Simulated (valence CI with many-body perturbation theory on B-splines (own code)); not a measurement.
Sb¹¹⁺: M1 decay

Calculated by valence CI with perturbative core correlation (CI+MBPT): four valence electrons over a frozen Dirac-Fock core [Kr], radial functions for each j: 9 s, 9 p, 10 d, 8 f, 5 g, 3 h, 1 i, with the one-electron correlation potential Σ1, the two-electron term Σ2, the three-electron term Σ3, Breit, model QED; selected CI, second order for the rest, scaled by the run's own slope (own B-spline code, finite nucleus).

No measured levels were compared; by estimate terms of the open shell hold to 2 to 4 % of their energy, and close levels can change places. Core correlation moves these levels by up to 6300 cm⁻¹, and in measured spectra 5 to 20 % of such shifts remained as error; rates that hang on mixing are uncertain with them. The list stops below the first excitations out of the core. Only levels of the ground parity were solved; by the run's estimate the other parity begins above the list, which can be wrong where configurations are misplaced.

Lines 1 to 50 of 120 in falling wavelength, among levels below 438830 cm⁻¹, chosen from the decays that carry over 1 % of a level's rate. Wavelengths and rates use the calculated energies, so an error of 2000 cm⁻¹ moves a line at 1578 nm by 32 % and its rate by three times that or more. Weak lines are less certain than strong ones. Lines between different terms over intervals too small for the method are left out, as are lines whose strength nearly cancels. Where a level lies close to another of its J and parity, the split of strength between their lines is uncertain.

Names give the largest LS component (configuration and term), which can be under half, so a name can repeat, a term be missing and a line seem to break the LS rules; names also repeat where a configuration has a term twice. Letters in brackets count levels of one name in rising energy.

| λ vac (nm) | Upper | Lower | Type | A (s⁻¹) | Branch % |
| --- | --- | --- | --- | --- | --- |
| 3080 | 4d⁴ ³H_6 | 4d⁴ ³H_5 | M1 | 5.03e-01 | 99.7 |
| 2828 | 4d⁴ ⁵D_4 | 4d⁴ ⁵D_3 | M1 | 1.10e+00 | 100.0 |
| 2561 | 4d⁴ ⁵D_1 | 4d⁴ ⁵D_0 | M1 | 2.77e+00 | 100.0 |
| 2513 | 4d⁴ ⁵D_3 | 4d⁴ ⁵D_2 | M1 | 2.75e+00 | 100.0 |
| 2344 | 4d⁴ ⁵D_2 | 4d⁴ ⁵D_1 | M1 | 4.04e+00 | 100.0 |
| 1704 | 4d⁴ ³G_5 | 4d⁴ ³G_4 [b] | M1 | 8.50e-01 | 2.1 |
| 1578 | 4d⁴ ³G_3 | 4d⁴ ³H_4 | M1 | 1.89e+00 | 3.7 |
| 1576 | 4d⁴ ³H_5 | 4d⁴ ³H_4 | M1 | 5.14e+00 | 67.7 |
| 1495 | 4d⁴ ³G_4 [a] | 4d⁴ ³G_3 | M1 | 4.93e+00 | 7.4 |
| 1316 | 4d⁴ ³P_2 [b] | 4d⁴ ³F_3 [a] | M1 | 1.94e+00 | 1.3 |
| 1250 | 4d⁴ ³P_2 [a] | 4d⁴ ³F_2 [a] | M1 | 1.11e+00 | 3.6 |
| 1181 | 4d⁴ ³P_2 [a] | 4d⁴ ³P_1 [a] | M1 | 7.25e+00 | 23.6 |
| 1070 | 4d⁴ ³G_5 | 4d⁴ ³G_4 [a] | M1 | 1.17e+01 | 29.2 |
| 1058 | 4d⁴ ³P_2 [b] | 4d⁴ ³P_2 [a] | M1 | 3.83e+00 | 2.5 |
| 1030 | 4d⁴ ³P_1 [a] | 4d⁴ ³P_0 [a] | M1 | 1.50e+01 | 10.3 |
| 1015 | 4d⁴ ³F_3 [a] | 4d⁴ ³F_2 [a] | M1 | 1.10e+01 | 16.6 |
| 983.7 | 4d⁴ ³G_4 [b] | 4d⁴ ³H_5 | M1 | 4.38e+00 | 7.3 |
| 983.2 | 4d⁴ ³G_4 [b] | 4d⁴ ³G_3 | M1 | 8.65e-01 | 1.4 |
| 936.4 | 4d⁴ ³D_1 | 4d⁴ ³P_2 [a] | M1 | 1.06e+01 | 6.6 |
| 874.8 | 4d⁴ ³F_4 | 4d⁴ ¹F_3 | M1 | 3.09e+00 | 1.3 |
| 866.7 | 4d⁴ ³P_2 [c] | 4d⁴ ¹D_2 [a] | M1 | 8.68e+00 | 7.2 |
| 854.1 | 4d⁴ ¹D_2 [a] | 4d⁴ ³D_1 | M1 | 7.65e+00 | 5.4 |
| 829.1 | 4d⁴ ¹G_4 [a] | 4d⁴ ³G_5 | M1 | 7.25e+00 | 6.0 |
| 827.7 | 4d⁴ ³F_3 [a] | 4d⁴ ³G_3 | M1 | 9.39e+00 | 14.1 |
| 781.9 | 4d⁴ ³G_5 | 4d⁴ ³H_6 | M1 | 9.06e+00 | 22.7 |
| 773.2 | 4d⁴ ¹D_2 [a] | 4d⁴ ³P_2 [b] | M1 | 5.48e+00 | 3.8 |
| 767.5 | 4d⁴ ³G_4 [a] | 4d⁴ ³H_4 | M1 | 2.67e+01 | 40.1 |
| 765.2 | 4d⁴ ³D_3 | 4d⁴ ³F_2 [a] | M1 | 7.75e+00 | 7.5 |
| 737.9 | 4d⁴ ³F_2 [b] | 4d⁴ ¹F_3 | M1 | 8.84e+00 | 4.7 |
| 664.3 | 4d⁴ ³H_4 | 4d⁴ ⁵D_4 | M1 | 1.48e+01 | 78.2 |
| 653.8 | 4d⁴ ³D_3 | 4d⁴ ³G_3 | M1 | 1.41e+01 | 13.7 |
| 624.2 | 4d⁴ ¹G_4 [a] | 4d⁴ ³F_3 [a] | M1 | 2.47e+01 | 20.4 |
| 623.6 | 4d⁴ ³G_5 | 4d⁴ ³H_5 | M1 | 1.49e+01 | 37.2 |
| 614.0 | 4d⁴ ¹F_3 | 4d⁴ ³P_2 [b] | M1 | 3.90e+00 | 3.5 |
| 605.7 | 4d⁴ ³G_4 [b] | 4d⁴ ³H_4 | M1 | 1.01e+01 | 16.9 |
| 595.2 | 4d⁴ ¹I_6 | 4d⁴ ³H_6 | M1 | 2.28e+01 | 45.5 |
| 591.6 | 4d⁴ ³F_2 [b] | 4d⁴ ¹D_2 [a] | M1 | 4.93e+00 | 2.6 |
| 577.4 | 4d⁴ ¹D_2 [a] | 4d⁴ ³D_3 | M1 | 3.09e+01 | 21.7 |
| 572.9 | 4d⁴ ³P_2 [b] | 4d⁴ ³F_2 [a] | M1 | 1.12e+01 | 7.5 |
| 557.9 | 4d⁴ ³P_2 [b] | 4d⁴ ³P_1 [a] | M1 | 1.20e+01 | 8.0 |
| 557.7 | 4d⁴ ¹G_4 [a] | 4d⁴ ³G_4 [b] | M1 | 2.56e+01 | 21.1 |
| 537.9 | 4d⁴ ³H_4 | 4d⁴ ⁵D_3 | M1 | 4.12e+00 | 21.8 |
| 535.3 | 4d⁴ ³D_1 | 4d⁴ ³F_2 [a] | M1 | 1.68e+01 | 10.5 |
| 522.2 | 4d⁴ ³D_1 | 4d⁴ ³P_1 [a] | M1 | 3.00e+01 | 18.8 |
| 518.2 | 4d⁴ ³F_4 | 4d⁴ ¹G_4 [a] | M1 | 6.71e+00 | 2.9 |
| 508.1 | 4d⁴ ³P_2 [b] | 4d⁴ ³G_3 | M1 | 2.78e+00 | 1.8 |
| 498.8 | 4d⁴ ¹I_6 | 4d⁴ ³H_5 | M1 | 2.72e+01 | 54.4 |
| 483.7 | 4d⁴ ¹F_3 | 4d⁴ ³D_3 | M1 | 3.87e+01 | 35.1 |
| 467.5 | 4d⁴ ³G_3 | 4d⁴ ⁵D_4 | M1 | 2.40e+00 | 4.7 |
| 467.4 | 4d⁴ ³H_5 | 4d⁴ ⁵D_4 | M1 | 2.45e+00 | 32.3 |
